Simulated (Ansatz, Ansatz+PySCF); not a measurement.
```xyz
2

C     0.0000    0.0000    0.0000
P     0.0000    0.0000    4.6800
```

Basis set: def2-SVP (spherical functions). Charge 0, multiplicity 2.

Computed with Ansatz (development build ahead of 0.2.0); each method stands on the lowest determinant of its kind that the runs found.

Give the atomization energy at this shape (free ground-state atoms in the same class of orbitals less the molecule, no zero-point energy) of doublet CP by PBE0 (unrestricted), UHF.

```
             method  atomization energy
PBE0 (unrestricted)             0.01 eV
                UHF             0.00 eV
```

Caution: the shape is not the minimum; the unrestricted determinant is a mixture of spin states. Caution for PBE0 (unrestricted): charge can spread falsely over distant fragments.
